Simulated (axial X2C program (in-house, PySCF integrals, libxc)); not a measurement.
Bond lengths and stretching modes, held linear, of WCO⁺

Calculated with an axial X2C code built on PySCF integrals: two-component X2C with atomic mean-field Coulomb and Gaunt terms, Gaussian nuclei, basis W dyall-v3z, C dyall-v3z, O dyall-av3z with contracted cores. Spin-free rows use the one-electron spin-free X2C Hamiltonian.

Masses W 183.951, C 12.000, O 15.995 u. States: 2c Ω = 5/2 (beyond evenly filled blocks: ω = 5/2); spin-free M_S = 5/2, Λ = 0 (beyond evenly filled blocks: σα, π+α, π-α, δ+α, δ-α).

B3LYP, spin-free: energies above the lowest point

```json
{"r(W–C) (Å)": "1.9705", "r(C–O) (Å)": "1.0969", "E (meV)": "101.55"}
{"r(W–C) (Å)": "1.9705", "r(C–O) (Å)": "1.1250", "E (meV)": "35.06"}
{"r(W–C) (Å)": "1.9705", "r(C–O) (Å)": "1.1531", "E (meV)": "64.72"}
{"r(W–C) (Å)": "2.0210", "r(C–O) (Å)": "1.0969", "E (meV)": "58.14"}
{"r(W–C) (Å)": "2.0210", "r(C–O) (Å)": "1.1250", "E (meV)": "0.00"}
{"r(W–C) (Å)": "2.0210", "r(C–O) (Å)": "1.1531", "E (meV)": "38.08"}
{"r(W–C) (Å)": "2.0210", "r(C–O) (Å)": "1.1813", "E (meV)": "155.17"}
{"r(W–C) (Å)": "2.0715", "r(C–O) (Å)": "1.0969", "E (meV)": "56.20"}
{"r(W–C) (Å)": "2.0715", "r(C–O) (Å)": "1.1250", "E (meV)": "5.42"}
{"r(W–C) (Å)": "2.0715", "r(C–O) (Å)": "1.1531", "E (meV)": "50.92"}
{"r(W–C) (Å)": "2.1221", "r(C–O) (Å)": "1.1250", "E (meV)": "41.92"}
{"r(W–C) (Å)": "2.1221", "r(C–O) (Å)": "1.1813", "E (meV)": "225.14"}
```

Problem. Fit a quadratic surface with cubic terms in each bond: where is the minimum, and what are the two stretching wavenumbers?

Solution. At B3LYP, spin-free: bonds 2.038 and 1.126 Å; harmonic stretches 401.6 and 2173.4 cm⁻¹; force constants 2.32, 19.3 and coupling 0.84 mdyn/Å.

The other levels and Hamiltonians give:

```
Hamiltonian  level  r(W–C) (Å)  r(C–O) (Å)  lower stretch (cm⁻¹)  upper stretch (cm⁻¹)
         2c   PBE0       2.024       1.124                 409.4                2214.1
         2c  B3LYP       2.035       1.127                 399.7                2171.4
  spin-free   PBE0       2.026       1.124                 411.0                2215.2
  spin-free     HF       2.242       1.087                  24.4                2424.5
```

Each state is one determinant, the lowest of a limited PBE0 search; the stretches come from a fit to these few points and carry an uncertainty of a few per cent. Other orders of the atoms were not compared. Left out for rough or failed fits: HF 2c, MP2 2c, MP2 spin-free. The levels spread by more than a fifth, so the stretches depend strongly on the method. The molecule was held linear; bending was not examined, so a bent shape may lie lower. Note: several unpaired electrons, one determinant need not be a pure state.
